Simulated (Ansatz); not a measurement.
BH8NOSi2 can be A, `BO[SiH](N)[SiH3]`, or B, `OBN([SiH3])[SiH3]`.

Isolated molecules relaxed with PBE0-D4/def2-TZVP in Ansatz; ΔE leaves out vibrations. CCSD(T)/CBS is the MP2 limit (def2-TZVPP, def2-QZVPP) plus CCSD(T) − MP2 in def2-TZVPP, frozen cores. Functionals use def2-TZVPP. B3LYP here is the variant with VWN-RPA as its local correlation; programs differ in this. Each species was taken in one conformer, which may not be the lowest.

Question: Which is lower in electronic energy at CCSD(T)/CBS, and by how much? (Estimate.)

Answer: Ansatz gave: B, by 16.5 kcal/mol.

Question: Give E(B) − E(A) in kcal/mol with B2PLYP, HF/def2-TZVPP, PBE0-D4, CCSD/def2-TZVPP, B3LYP-D4, r2SCAN-D4, PBE-D4. (Best estimate.)

Answer: Computed: B2PLYP -16.4, HF/def2-TZVPP -17.3, PBE0-D4 -14.8, CCSD/def2-TZVPP -17.2, B3LYP-D4 -15.6, r2SCAN-D4 -15.6, PBE-D4 -13.8. None reverses the order clearly.

Largest T1 diagnostic: 0.013.

From PBE to PBE0 (25 % exact exchange), in def2-TZVPP and without D4, E(B) − E(A) moves by −1.2 kcal/mol.
